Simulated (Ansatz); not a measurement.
Consider the formal exchange of groups at the Se–Ge bond: `C[O][GeH]([Cl])[SeH]` + `[InH3]` → `[SeH][InH2]` + `C[O][GeH2][Cl]`.

Computed with Ansatz on PBE0-D4/def2-TZVP structures; ΔE is electronic, products minus reactants. CCSD(T)/CBS adds triple-zeta CCSD(T) − MP2 to the extrapolated MP2 energy (def2 sets, frozen cores). DFT in def2-TZVPP. def2 core potentials past Kr. For Ge, In, Se outer-core shells are correlated without core-valence functions, which leaves a few kJ/mol of doubt a bond. Scalar relativity is left out up to krypton. One conformer a species, not always the lowest.

`C[O][GeH]([Cl])[SeH]`:

```xyz
10

C    -1.300    0.783   -0.452
O     0.066    1.141   -0.443
Ge    1.265    0.054    0.245
Cl    0.833   -0.166    2.344
Se    1.186   -2.083   -0.723
H    -1.465   -0.175   -0.957
H    -1.705    0.722    0.564
H    -1.839    1.561   -0.996
H     2.611    0.748    0.047
H     0.347   -2.585    0.372
```

`[InH3]`:

Cartesian coordinates in Å:
```
In 0.000 0.000 0.000
H 0.446 0.659 -1.529
H 0.631 0.685 1.451
H -1.077 -1.344 0.079
```

`[SeH][InH2]`:

Z-matrix (Å, degrees):
```
In
Se 1 2.508
H 1 1.712 2 116.7
H 1 1.712 2 114.2 3 180.0
H 2 1.469 1 92.9 3 0.0
```

`C[O][GeH2][Cl]`:

Cartesian coordinates in Å:
```
C -0.333 0.410 1.326
O 0.133 0.827 0.062
Ge 0.299 -0.401 -1.199
Cl 0.981 0.676 -2.910
H -0.376 1.290 1.971
H -1.341 -0.024 1.274
H 0.337 -0.323 1.795
H -1.070 -1.023 -1.516
H 1.370 -1.430 -0.803
```

| level | ΔE (kcal/mol) |
| --- | --- |
| PBE-D4 | -10.4 |
| ωB97X-V | -11.1 |

(1) What does CCSD(T)/CBS give? (An estimate is asked.)

Largest T1 diagnostic among the species: 0.014.

Answers

(1) Computed: -12.9 kcal/mol. The listed levels differ from it by 2.5, 1.8 kcal/mol.

The D4 term adds +2.3 kcal/mol with B3LYP and +1.3 kcal/mol with PBE0; it sums over pairs of atoms, weighted by their polarisabilities, and B3LYP, whose exchange is more repulsive, gets the larger term. In def2-TZVPP, CCSD(T) changes the Hartree–Fock value by +3.3 kcal/mol (the triples alone add +0.5 kcal/mol) and MP2 by +3.2 kcal/mol.

B3LYP here is the variant with VWN-RPA as its local correlation; programs differ in this.
